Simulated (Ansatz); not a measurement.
`C/C=C\[NH][AlH2]`, relaxed with RKS PBE-D4/def2-SVP in the Gaussian-basis code of Ansatz from a rough embedded geometry. The force threshold is 0.03 eV/Å; the program also tests the step.

Total charge 0; spin multiplicity 1.

Start:

```xyz
13

C    -0.080   -1.817    1.038
C    -0.772   -0.554    1.156
C    -0.516    0.476    0.365
N     0.406    0.547   -0.716
Al    0.739    2.027   -1.788
H    -0.461   -2.582    1.747
H     1.004   -1.718    1.131
H    -0.298   -2.255   -0.031
H    -1.554   -0.454    1.948
H    -1.105    1.421    0.570
H     0.958   -0.391   -0.916
H    -0.115    3.382   -1.501
H     1.794    1.917   -3.002
```

```
step  energy (eV)  largest force (eV/Å)  largest move (Å)
   1  -11312.6324                 2.473             0.000
   2  -11312.9843                 0.782             0.111
   3  -11313.0180                 0.267             0.080
   4  -11313.0215                 0.178             0.033
   5  -11313.0249                 0.070             0.041
   6  -11313.0259                 0.010             0.022
```

End:

```xyz
13

C    -0.068   -1.859    0.975
C    -0.776   -0.541    1.145
C    -0.552    0.546    0.363
N     0.351    0.617   -0.697
Al    0.715    2.017   -1.786
H    -0.408   -2.603    1.720
H     1.036   -1.768    1.095
H    -0.242   -2.308   -0.030
H    -1.524   -0.440    1.945
H    -1.111    1.479    0.549
H     0.853   -0.267   -0.844
H    -0.088    3.368   -1.520
H     1.813    1.758   -2.913
```

Hardware: 4 threads of an Arm Neoverse V1 on a shared host. Wall time 10 s, peak host memory 0.15 GiB.
